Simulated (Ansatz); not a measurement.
Basis sets compared for the cluster Si₄Ni⁺. Charge 1, multiplicity 2. Geometry PBE-D4/def2-SVP. Ansatz on 4 threads of Arm Neoverse V1 on a shared host; times are rough, and most runs start from earlier orbitals.

Cartesian coordinates in Å:
```
Ni 0.051 0.595 -1.564
Si -1.724 -0.681 -1.416
Si -0.547 -0.568 0.519
Si 0.912 -0.183 2.277
Si 1.309 0.837 0.185
```

Another isomer (doublet) lies 0.53 eV lower at PBE0-D4/def2-TZVP; other spin states weren't run for this one.

```tsv
level	functions	energy (Eh)	HOMO (eV)	LUMO (eV)	wall time
PBE-D4/def2-SVP	103	-2664.6263	-10.10	-9.51	2.8 s
PBE0-D4/def2-SVP	103	-2664.6737	-11.06	-8.52	8 s
```

(1) Estimate the rows for PBE-D4/def2-TZVP (with forces), PBE0-D4/def2-TZVP.

Answers

(1) 
```
                         level  functions  energy (Eh)  HOMO (eV)  LUMO (eV)  wall time
PBE-D4/def2-TZVP (with forces)        193   -2665.2615     -10.11      -9.50        6 s
             PBE0-D4/def2-TZVP        193   -2665.2966     -11.05      -8.44       30 s
```
